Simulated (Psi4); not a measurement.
F$_{4}$OW, singlet, at a GFN2-xTB geometry (such geometries of metal compounds can be far from the true shape) (core potentials on W); Psi4 with PBE0/def2-SV(P).

The Psi4 input:
```
memory 2 GB

molecule {
0 1
W     0.05702348   -0.03317132    0.05478042
O     1.16958224   -0.68036162    1.12357592
F    -1.15770916    0.67345490   -1.11216988
F    -0.02015328    1.69279386    0.77079199
F     1.02946266   -0.28931356   -1.52203213
F    -1.36008858   -1.19942736    0.41425908
}

set {
  basis def2-sv(p)
}

energy('pbe0')
print_variables()
```

The log (banner, timings and long lists left out):

```
   => Loading Basis Set <=

    Name: DEF2-SV(P)
    Role: ORBITAL
    Keyword: BASIS

    !!!  WARNING: ECP capability is in beta. Please check occupations closely.  !!!

         ---------------------------------------------------------
                                   SCF
               by Justin Turney, Rob Parrish, Andy Simmonett
                          and Daniel G. A. Smith
                              RKS Reference
         ---------------------------------------------------------

  ==> Geometry <==

    Molecular point group: c1
    Full point group: C1

    Geometry (in Angstrom), charge = 0, multiplicity = 1:

       Center              X                  Y                   Z               Mass
    ------------   -----------------  -----------------  -----------------  -----------------
         W            0.055073703503    -0.032037109273     0.052907341152   183.950930920000
         O            1.167632463503    -0.679227409273     1.121702841152    15.994914619570
         F           -1.159658936497     0.674589110727    -1.114042958848    18.998403162730
         F           -0.022103056497     1.693928070727     0.768918911152    18.998403162730
         F            1.027512883503    -0.288179349273    -1.523905208848    18.998403162730
         F           -1.362038356497    -1.198293149273     0.412386001152    18.998403162730

  Running in c1 symmetry.

  Rotational constants: A =      0.08625  B =      0.08109  C =      0.08109 [cm^-1]
  Rotational constants: A =   2585.77568  B =   2430.98428  C =   2430.98428 [MHz]
  Nuclear repulsion =  325.580591915745174

  Charge       = 0
  Multiplicity = 1
  Electrons    = 58
  Nalpha       = 29
  Nbeta        = 29

  ==> Algorithm <==

  SCF Algorithm Type is DF.
  DIIS enabled.
  MOM disabled.
  Fractional occupation disabled.
  Guess Type is SAD.
  Energy threshold   = 1.00e-06
  Density threshold  = 1.00e-06
  Integral threshold = 1.00e-12

  ==> Primary Basis <==

  Basis Set: DEF2-SV(P)
    Blend: DEF2-SV(P)
    Number of shells: 41
    Number of basis functions: 95
    Number of Cartesian functions: 102
    Spherical Harmonics?: true
    Max angular momentum: 2

  Core potential: DEF2-SV(P)
    Number of shells: 4
    Number of ECP primitives: 10
    Number of ECP core electrons: 60
    Max angular momentum: 3

  ==> DFT Potential <==

   => LibXC <=

    Version 7.1.2
[...]
   @DF-RKS iter   6:  -540.98872051009073    5.32438e-05   6.91463e-04 ADIIS/DIIS
   @DF-RKS iter   7:  -540.99020237658999   -1.48187e-03   1.86220e-04 ADIIS/DIIS
   @DF-RKS iter   8:  -540.99031919690833   -1.16820e-04   2.62837e-05 DIIS
   @DF-RKS iter   9:  -540.99032080413656   -1.60723e-06   1.63848e-05 DIIS
   @DF-RKS iter  10:  -540.99032163990364   -8.35767e-07   3.87860e-06 DIIS
   @DF-RKS iter  11:  -540.99032169824250   -5.83389e-08   2.39283e-07 DIIS
  Energy and wave function converged.

  ==> Post-Iterations <==

   Electrons on quadrature grid:
      Ntotal   =   57.9999963551 ; deviation = -3.645e-06

    Orbital Energies [Eh]
    ---------------------

    Doubly Occupied:

[...]
    Virtual:

[...]
    Final Occupation by Irrep:
              A
    DOCC [    29 ]
    NA   [    29 ]
    NB   [    29 ]

  @DF-RKS Final Energy:  -540.99032169824250

   => Energetics <=

    Nuclear Repulsion Energy =            325.5805919157451740
    One-Electron Energy =               -1420.5162468488456398
    Two-Electron Energy =                 597.6580060187978916
    DFT Exchange-Correlation Energy =     -43.7126727839398939
    Empirical Dispersion Energy =           0.0000000000000000
    VV10 Nonlocal Energy =                  0.0000000000000000
    Total Energy =                       -540.9903216982424965

Computation Completed

Properties will be evaluated at   0.000000,   0.000000,   0.000000 [a0]

Properties computed using the SCF density matrix

 Multipole Moments:

 ------------------------------------------------------------------------------------
     Multipole            Electronic (a.u.)      Nuclear  (a.u.)        Total (a.u.)
 ------------------------------------------------------------------------------------

 L = 1.  Multiply by 2.5417464519 to convert [e a0] to [Debye]
 Dipole X            :          6.9377052           -6.6792287            0.2584765
 Dipole Y            :         -4.0357928            3.8853966           -0.1503961
 Dipole Z            :          6.6647835           -6.4164966            0.2482868
 Magnitude           :                                                    0.3886842

 ------------------------------------------------------------------------------------

  Variable Map:
  ----------------------------------------------------------------------------
[...]
  Array Variable Map:
  ----------------------------------------------------------------------------
[...]
[...]
```
